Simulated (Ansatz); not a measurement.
Two members of one family (GaN nanocrystals, H-capped) that differ in charge, which shifts all levels, computed with Ansatz in the gas phase. The two geometries come from different levels. Sets without diffuse functions give affinities that are too small. A dash marks a value that wasn't run or was left out as unsound. The structures are stationary points that may keep the symmetry of their start. Remarks come from the PBE and PBE0 runs and from stability tests at other levels; not every state was tested. A HOMO above zero means that the electron is unbound at that level and held by the basis, or that self-interaction error raises the level; the energy of removing that electron tells which.

First: Ga13N13H30, cut from zinc blende (singlet, charge 0, r2SCAN-D4/def2-SVP geometry).

```xyz
56

Ga    1.348    1.046   -1.835
Ga   -1.232    3.051   -1.028
Ga   -1.347    1.264   -3.704
Ga   -0.633   -1.428   -1.960
Ga   -3.192    0.602   -1.151
Ga    1.584    2.907    0.960
Ga    4.018    0.990    0.080
Ga    1.956   -1.560   -0.132
Ga    2.185    0.328    2.644
Ga   -0.468    0.340    0.689
Ga   -2.531   -2.232    0.700
Ga    0.031   -2.362    2.509
Ga   -0.085   -4.135   -0.177
N    -0.157    2.215   -2.382
N     2.443    2.082   -0.548
N     0.056    3.968    0.208
N     0.521   -0.379   -0.765
N    -1.892    1.515    0.023
N    -2.075   -0.182   -2.502
N    -1.464   -2.798   -0.793
N    -3.864   -0.926   -0.038
N     0.711    1.382    1.860
N     3.032   -0.443    1.101
N     1.044   -2.925    0.976
N     1.258   -1.187    3.577
N    -1.281   -1.106    1.735
H     2.193    0.591   -3.066
H    -2.340    4.081   -1.417
H    -0.459    0.610   -4.819
H    -2.543    2.239   -4.036
H     0.056   -2.077   -3.201
H    -4.421    1.483   -1.547
H     2.390    3.839    1.921
H     4.726    0.345   -1.160
H     4.796    1.864    1.140
H     2.849   -2.220   -1.229
H     3.027    1.103    3.709
H    -3.310   -3.278    1.563
H    -0.591   -3.416    3.482
H     0.760   -4.608   -1.409
H    -0.818   -5.146    0.788
H     0.263    2.952   -2.961
H     2.898    2.818   -1.101
H     0.457    4.761   -0.303
H    -0.460    4.415    0.972
H    -2.427    1.903    0.808
H    -2.674   -0.715   -3.145
H    -2.054   -3.367   -1.413
H    -4.525   -1.457   -0.615
H    -4.449   -0.568    0.722
H     0.178    1.770    2.646
H     3.800   -1.046    1.423
H     1.784   -3.562    1.297
H     1.985   -1.790    3.980
H     0.763   -0.832    4.401
H    -1.816   -0.719    2.520
```

```
              level  HOMO (eV)  LUMO (eV)  gap (eV)  vertical EA (eV)
    PBE-D4/def2-SVP      -5.83      -1.35      4.47                 –
   PBE-D4/def2-TZVP      -5.91      -1.75      4.16              0.43
r2SCAN-D4/def2-TZVP      -6.20      -1.36      4.83                 –
   PBE0-D4/def2-SVP      -7.07      -0.50      6.57                 –
  PBE0-D4/def2-TZVP      -7.12      -0.96      6.16              0.11
```

Remarks: HOMO above zero (-1 doublet).

Second: Ga13N14H34⁺, cut from wurtzite (singlet, charge 1, PBE-D4/def2-SVP geometry).

Cartesian coordinates in Å:
```
N -0.042 -3.632 -0.125
Ga 1.493 -2.714 -1.148
N 2.880 -2.368 0.248
N 0.923 -2.153 2.778
Ga 2.480 -1.203 1.821
N -2.092 -2.276 -1.911
Ga -1.736 -2.559 0.050
Ga -0.590 -1.337 -2.963
N 0.741 -1.002 -1.611
Ga 2.253 -0.087 -2.652
N -1.293 -0.831 0.854
Ga -0.847 -1.197 2.724
Ga 0.179 0.115 -0.119
N 1.651 0.391 1.125
N 2.500 1.605 -1.649
Ga 3.199 1.358 0.189
N -0.261 0.524 3.587
Ga 1.277 1.518 2.642
N -1.364 0.439 -3.451
N -3.418 0.719 -1.006
Ga -2.957 0.199 0.883
Ga -1.946 1.725 -2.038
N -0.509 1.820 -0.758
Ga 0.956 2.843 -1.766
N -2.553 2.040 1.590
Ga -1.068 3.069 0.600
N 0.425 3.176 1.922
H -0.267 -4.486 -0.661
H 0.241 -4.010 0.789
H 1.942 -3.743 -2.247
H 3.356 -3.237 0.531
H 3.610 -1.837 -0.265
H 0.810 -3.138 2.499
H 1.207 -2.232 3.768
H 3.644 -1.135 2.872
H -2.203 -3.205 -2.347
H -3.019 -1.852 -2.052
H -2.884 -3.393 0.735
H -0.298 -2.261 -4.198
H 3.514 -1.048 -2.457
H 1.632 0.197 -4.096
H -1.936 -1.939 3.585
H 3.261 2.094 -2.152
H 4.397 0.303 0.200
H 3.311 2.761 0.943
H 0.089 0.297 4.531
H -1.074 1.122 3.788
H 2.351 1.789 3.755
H -2.070 0.352 -4.198
H -0.571 0.929 -3.909
H -3.801 -0.087 -1.519
H -4.224 1.363 -0.966
H -4.187 -0.451 1.624
H -2.634 3.018 -2.602
H 0.419 2.936 -3.267
H 1.213 4.150 -0.886
H -2.424 2.014 2.611
H -3.408 2.610 1.486
H -1.691 4.462 0.232
H 1.191 3.624 1.383
H 0.219 3.852 2.673
```

Problem. Estimate the same table for the second.

Solution. 
```json
{"level": "PBE-D4/def2-SVP", "HOMO (eV)": "-8.38", "LUMO (eV)": "-4.17", "gap (eV)": "4.20", "vertical EA (eV)": "–"}
{"level": "PBE-D4/def2-TZVP", "HOMO (eV)": "-8.47", "LUMO (eV)": "-4.47", "gap (eV)": "4.00", "vertical EA (eV)": "3.17"}
{"level": "r2SCAN-D4/def2-TZVP", "HOMO (eV)": "-8.76", "LUMO (eV)": "-4.11", "gap (eV)": "4.64", "vertical EA (eV)": "–"}
{"level": "PBE0-D4/def2-SVP", "HOMO (eV)": "-9.58", "LUMO (eV)": "-3.30", "gap (eV)": "6.28", "vertical EA (eV)": "–"}
{"level": "PBE0-D4/def2-TZVP", "HOMO (eV)": "-9.65", "LUMO (eV)": "-3.62", "gap (eV)": "6.02", "vertical EA (eV)": "2.74"}
```
